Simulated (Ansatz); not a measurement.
Molecule: CuBr, net charge 0, singlet state. 
Coordinates optimised at B3LYP-D3(BJ)/def2-TZVP (Ansatz, a program for electronic structure):
```
Cu
Br 1 2.2259
```
Charge 0, spin multiplicity 1.

Basis-set convergence of Hartree-Fock and CCSD correlation energies (hartree) with Ansatz. Cores are frozen in the correlated levels unless marked. Spin-orbit coupling is left out. The frozen core is the preceding noble-gas configuration, with the filled d and f shells of earlier blocks. Non-relativistic.

The T1 diagnostic of CCSD in the largest basis is 0.026, which is high, so the coupled-cluster rows are less sure than usual.

| basis | functions | E(HF) | E(corr, CCSD) |
|---|---|---|---|
| def2-SVPD | 75 | -4210.87070 | -0.40293 |
| def2-TZVPPD | 124 | -4211.40994 | -0.60475 |
| def2-QZVPPD | 198 | -4211.49951 | -0.64793 |

Extrapolating the two largest sets (X = 3 and 4) as X^-3: E(corr) = (64·(-0.64793) - 27·(-0.60475))/37 = -0.6794 Eh, an estimate of the basis-set limit. The largest set recovers 95.4 % of it, the smallest 59.3 %.
